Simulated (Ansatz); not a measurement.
CH6Si3, SMILES `C1[SiH]=[SiH][SiH2]1` (charge 0, multiplicity 1).

Computed with PBE/cc-pVTZ // PBE0-D3(BJ)/def2-TZVP in Ansatz (a first-principles code).

Ansatz 0.2 input:
```yaml
crystal:
  periodic: [false, false, false]
  atoms:
    - { symbol: C, position_ang: [-1.086273, -0.486859, -0.134117] }
    - { symbol: Si, position_ang: [0.545958, -1.357989, -0.474591] }
    - { symbol: Si, position_ang: [1.789118, 0.291237, 0.049145] }
    - { symbol: Si, position_ang: [-0.310795, 1.171134, 0.40513] }
    - { symbol: H, position_ang: [-1.72032, -0.372451, -1.016582] }
    - { symbol: H, position_ang: [-1.67319, -0.942018, 0.667241] }
    - { symbol: H, position_ang: [0.632919, -2.765172, -0.952873] }
    - { symbol: H, position_ang: [3.228307, 0.629374, 0.122704] }
    - { symbol: H, position_ang: [-0.73315, 2.300006, -0.47024] }
    - { symbol: H, position_ang: [-0.67257, 1.532739, 1.804185] }
basis:
  gaussian: { orbitals: cc-pVTZ }
hamiltonian:
  xc: pbe
```

Output:

```
Functional definition: PBE
1349 factors; their error is unknown
mean field evaluation 1: about -24743.4165 eV, gradient 6.4e1 eV
mean field evaluation 2: about -24708.6437 eV, gradient 1.1e2 eV
mean field evaluation 4: about -24751.1524 eV, gradient 2.4e1 eV
mean field evaluation 8: about -24753.6545 eV, gradient 6.7e-2 eV
mean field evaluation 16: about -24753.5871 eV, gradient 4.9e-5 eV
mean field -24753.58709945 eV, -909.6775473208 hartree, gradient 4.9e-5 eV, S^2 0.000000; 0 other end points of the search recorded, 0 dependent functions left out
reference -24753.58714497 eV, -909.6775489937 hartree; 27, 27 occupied and 189, 189 virtual orbitals, 1349 factors
Total energy: -24753.58714497 eV, -909.6775489937 hartree
```
